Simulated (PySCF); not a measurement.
## SMILES C1=C(C(=O)[SiH3])C(C)=CC=C1, C$_{8}$H$_{10}$OSi

Geometry (Å), atoms numbered from 1 in this order:
```xyz
20

C    -0.853    2.275   -0.161
C    -0.774    0.787   -0.009
C    -1.958    0.044    0.067
C    -1.955   -1.342    0.203
C    -0.748   -2.034    0.269
C     0.439   -1.317    0.201
C     0.452    0.079    0.064
C     1.771    0.762   -0.003
O     1.890    1.962   -0.166
Si    3.437   -0.243    0.147
H    -0.332    2.615   -1.067
H    -0.354    2.791    0.672
H    -1.903    2.598   -0.205
H    -2.911    0.576    0.015
H    -2.903   -1.883    0.258
H    -0.733   -3.121    0.374
H     1.387   -1.860    0.256
H     3.618   -1.132   -1.043
H     4.525    0.771    0.193
H     3.486   -1.097    1.375
```

Computed with quadratic response CAM-B3LYP/aug-cc-pVDZ first hyperpolarisability, Taylor convention, gas phase in PySCF. Geometry: PBE0-D3(BJ)/def2-SVP.

(1) Give the tensor of the second harmonic β(−2ω;ω,ω) at 1907 nm in the axes of these coordinates.

Results:

(1) In au, Taylor convention; rows are the first index (the induced dipole):
```
       xx      yy     zz      xy     xz     yz
x  -536.9  -103.9  -13.8   -50.1   -2.2  +11.0
y   -49.9  +151.3  +64.6  -105.0  +11.1   -8.2
z    -2.3    -8.2  -19.2   +11.2  -13.5  +64.4
```
Norm of βᵢ = ⅓ Σⱼ (βᵢⱼⱼ + βⱼᵢⱼ + βⱼⱼᵢ): 676.5 au, hyper-Rayleigh value 264.0 au.
